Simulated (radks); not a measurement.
Q: The table gives one normalised radial function P(r) = r R(r) of W+ in [Xe] 4f14 5d4 6s1 (r in bohr). Calculated with a radial shooting solver on a logarithmic mesh with Libxc functionals: scalar-relativistic Kohn-Sham, LDA (Slater exchange, Perdew-Wang correlation), spin-unpolarised, spherical densities, point nucleus.

r	P
0.0008021	0.0012
0.001113	0.0021
0.001546	0.0035
0.002163	0.0062
0.003003	0.0107
0.004202	0.0186
0.005833	0.0314
0.008097	0.0522
0.01133	0.0852
0.01573	0.1311
0.02183	0.1878
0.03055	0.2416
0.04241	0.2540
0.05888	0.1749
0.08239	-0.0314
0.1144	-0.2793
0.16	-0.3501
0.2222	-0.0478
0.3084	0.4218
0.4316	0.4800
0.5991	-0.1099
0.8317	-0.8207
1.164	-1.0293
1.616	-0.7093
2.243	-0.2979
3.138	-0.0695
4.357	-0.0083
6.097	-0.0004
8.463	0.0000
11.75	0.0000
16.44	0.0000
22.82	0.0000

Which n and l does it have? It may be an empty orbital.

A: n = 5, l = 1: the number of nodes gives n - l - 1 = 3, the rise at small r (about r^(l+1), flatter next to the nucleus through relativity) gives l, and the extent must fit the shell. The curve is that of 5p. 5p: eigenvalue -50.967 eV, 3 radial nodes at r = 0.0790, 0.230, 0.572 bohr, <r> = 1.25 bohr, 90 % of the charge inside 1.83 bohr.
